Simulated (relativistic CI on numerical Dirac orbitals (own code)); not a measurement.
Radial Dirac CI calculation of Zn²⁷⁺.

Command:

```sh
python run_levels.py task.json out
```

Input:

```
atom Zn  Z=30  charge=27  electrons=3
nucleus A=64  rms_radius_fm=3.9283
hamiltonian dirac-coulomb  breit=on  qed=on  c_scale=1
orbitals kli  potential=per-configuration
slater_scale 1
correlation none
mixing on
grid step=0.0125 r_max=4.2
scf mixing=0.4 start=green max_iterations=150 tolerance=2e-08 node_fill=0.05
configurations
  [He] 2s
  [He] 2p
  [He] 3s
end
```

Output:

```
SCF 1: [He] 2s
 iter      energy (Ha)   residual   last orbital (Ha)
    1      -993.963024   1.18e+00   -110.85317
    2      -994.213992   7.06e-01   -107.34294
    3      -994.356550   5.13e-03   -102.27571
    4      -994.356520   3.56e-04   -102.25547
    5      -994.356522   2.47e-06   -102.25326
    6      -994.356522   1.79e-07   -102.25326
    7      -994.356522   1.82e-09   -102.25326
SCF 2: [He] 2p
 iter      energy (Ha)   residual   last orbital (Ha)
    1      -990.974302   1.23e+00   -109.54190
    2      -991.307561   7.35e-01   -105.24479
    3      -991.494490   7.14e-03    -99.07831
    4      -991.494577   5.80e-04    -99.05703
    5      -991.494577   5.94e-06    -99.05366
    6      -991.494577   3.76e-07    -99.05366
    7      -991.494577   9.66e-09    -99.05366
SCF 3: [He] 3s
 iter      energy (Ha)   residual   last orbital (Ha)
    1      -936.699832   1.15e+00    -47.34519
    2      -936.845413   6.91e-01    -46.31939
    3      -936.927484   3.22e-03    -44.85565
    4      -936.927487   1.23e-03    -44.85290
    5      -936.927489   6.37e-06    -44.85020
    6      -936.927489   2.55e-07    -44.85020
    7      -936.927489   1.98e-08    -44.85020
orbital energies (Ha): 1s -426.8742  2s -102.2533
configuration averages (Ha): Dirac-Coulomb, Breit, QED
  2s                            -994.356522    0.385247    0.482420
  2p                            -991.494577    0.392732    0.453087
  3s                            -936.927489    0.362198    0.461290
levels: no., configuration, term, J, E (cm-1), weight
   1 2s                     2S   1/2              0.0  1.00
   2 2p                     2P*  1/2         464079.2  1.00
   3 2p                     2P*  3/2         702952.3  1.00
   4 3s                     2S   1/2       12594419.8  1.00
lowest total energy -993.488873 Ha
end: converged
```
